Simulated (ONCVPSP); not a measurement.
**Transferability test, ONCV potential for beryllium (Be)**

beryllium (Be), optimised norm-conserving Vanderbilt (ONCV), made with ONCVPSP 4.0.1 (PBE, scalar-relativistic). Core none, reference 1s2 2s2. Waves: 1s+2s: rc 0.85 bohr, ncon 4, nbas 7, qcut 17.4 1/bohr, 2 projectors; p scattering state at 0.16 Ha: rc 0.80 bohr, ncon 4, nbas 8, qcut 12.2 1/bohr, 2 projectors, debl 2.3 Ha. Local part: polynomial inside 0.60 bohr (lpopt 2, dvloc0 0 Ha). Core correction: none.

Energies are relative to the spin-unpolarised reference configuration 1s2 2s2; without spin polarisation the order of configurations can differ from experiment.

(1) Give the all-electron excitation energy and the error of the potential for: 1s2 2s1; 1s2 2s0; 1s2 2s1.5; 1s1 2s2.

## Answers

(1)

| valence configuration | charge | ΔE all-electron (eV) | error AE − PS (meV) |
| --- | --- | --- | --- |
| 1s2 2s1 | +1 | 9.551 | +0.5 |
| 1s2 2s0 | +2 | 27.499 | +3.6 |
| 1s2 2s1.5 | +0.5 | 3.761 | +0.1 |
| 1s1 2s2 | +1 | 128.281 | +1034 |
